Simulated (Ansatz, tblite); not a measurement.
Bond stretch in SMILES [GaH3]. The Ga1–H4 bond (Ga1 also carries H, H; H4 carries nothing else) is stretched with both fragments frozen at the PBE0/def2-TZVP optimised geometry.

Levels of theory: GFN2-xTB, 300 K electronic temperature (tblite); UCCSDT(Q) = Ansatz (a quantum-chemistry and plane-wave program) with CCSDT(Q) on UHF/cc-pVTZ, cores with 3d frozen.

Energies relative to the lowest point of each curve near equilibrium, in eV; the last columns give the difference from UCCSDT(Q):

```json
[
 {"R / Å": "1.26", "GFN2-xTB": "0.984", "UCCSDT(Q)": "1.201", "GFN2-xTB − UCCSDT(Q)": "-0.217"},
 {"R / Å": "1.35", "GFN2-xTB": "0.380", "UCCSDT(Q)": "0.546", "GFN2-xTB − UCCSDT(Q)": "-0.166"},
 {"R / Å": "1.42", "GFN2-xTB": "0.146", "UCCSDT(Q)": "0.243", "GFN2-xTB − UCCSDT(Q)": "-0.098"},
 {"R / Å": "1.48", "GFN2-xTB": "0.044", "UCCSDT(Q)": "0.091", "GFN2-xTB − UCCSDT(Q)": "-0.046"},
 {"R / Å": "1.52", "GFN2-xTB": "0.012", "UCCSDT(Q)": "0.033", "GFN2-xTB − UCCSDT(Q)": "-0.021"},
 {"R / Å": "1.57", "GFN2-xTB": "0.000", "UCCSDT(Q)": "0.001", "GFN2-xTB − UCCSDT(Q)": "-0.001"},
 {"R / Å": "1.60", "GFN2-xTB": "0.005", "UCCSDT(Q)": "0.000", "GFN2-xTB − UCCSDT(Q)": "0.005"},
 {"R / Å": "1.68", "GFN2-xTB": "0.052", "UCCSDT(Q)": "0.052", "GFN2-xTB − UCCSDT(Q)": "0.000"},
 {"R / Å": "1.76", "GFN2-xTB": "0.134", "UCCSDT(Q)": "0.163", "GFN2-xTB − UCCSDT(Q)": "-0.030"},
 {"R / Å": "1.79", "GFN2-xTB": "0.171", "UCCSDT(Q)": "0.217", "GFN2-xTB − UCCSDT(Q)": "-0.046"},
 {"R / Å": "1.94", "GFN2-xTB": "0.388", "UCCSDT(Q)": "0.546", "GFN2-xTB − UCCSDT(Q)": "-0.158"},
 {"R / Å": "2.10", "GFN2-xTB": "0.663", "UCCSDT(Q)": "0.959", "GFN2-xTB − UCCSDT(Q)": "-0.295"},
 {"R / Å": "2.32", "GFN2-xTB": "1.079", "UCCSDT(Q)": "1.539", "GFN2-xTB − UCCSDT(Q)": "-0.460"},
 {"R / Å": "2.63", "GFN2-xTB": "1.682", "UCCSDT(Q)": "2.270", "GFN2-xTB − UCCSDT(Q)": "-0.588"},
 {"R / Å": "2.78", "GFN2-xTB": "1.966", "UCCSDT(Q)": "2.562", "GFN2-xTB − UCCSDT(Q)": "-0.595"},
 {"R / Å": "3.16", "GFN2-xTB": "2.625", "UCCSDT(Q)": "—", "GFN2-xTB − UCCSDT(Q)": "—"},
 {"R / Å": "3.41", "GFN2-xTB": "2.992", "UCCSDT(Q)": "—", "GFN2-xTB − UCCSDT(Q)": "—"},
 {"R / Å": "3.83", "GFN2-xTB": "3.470", "UCCSDT(Q)": "—", "GFN2-xTB − UCCSDT(Q)": "—"},
 {"R / Å": "4.27", "GFN2-xTB": "3.789", "UCCSDT(Q)": "—", "GFN2-xTB − UCCSDT(Q)": "—"},
 {"R / Å": "4.77", "GFN2-xTB": "3.975", "UCCSDT(Q)": "—", "GFN2-xTB − UCCSDT(Q)": "—"},
 {"R / Å": "5.54", "GFN2-xTB": "4.068", "UCCSDT(Q)": "—", "GFN2-xTB − UCCSDT(Q)": "—"}
]
```

GFN2-xTB is furthest from UCCSDT(Q) at 2.78 (-0.595 eV, below); its mean absolute difference over the points is 0.182 eV.

A dash means that the run gave no value there, or that the column was ended at a point which the program doubted or which failed a test of continuity chosen for this set; such a test can also cut sound points.

The unrestricted determinant behind UCCSDT(Q) is spin-contaminated at 2.32 to 5.54 Å (<S²> up to 1.0, against 0.00 for a pure singlet).
